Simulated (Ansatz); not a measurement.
1-bromo-3-fluoropropa-1,2-diene (C3H2BrF), SMILES BrC=C=CF.

Geometry: B3LYP-D3(BJ)/def2-SVP.

Two levels are set side by side: PBE/def2-SVPD (Ansatz, a first-principles code) and PBE0/def2-SVPD (Ansatz). Energy differences of separate SCF runs at the same geometry; the states with an electron removed or added have multiplicity 2 and 2. Differences are taken from unrounded values.

```csv
quantity,PBE0
vertical ionisation energy (eV),9.95
vertical singlet–triplet gap (eV),4.02
```

What does PBE give, and how far is it from PBE0? (Estimate from the structure and the level; the computed values follow.)


```json
[
 {"quantity": "vertical ionisation energy (eV)", "PBE": "9.71", "PBE minus PBE0": "-0.24"},
 {"quantity": "vertical singlet–triplet gap (eV)", "PBE": "3.99", "PBE minus PBE0": "-0.03"}
]
```
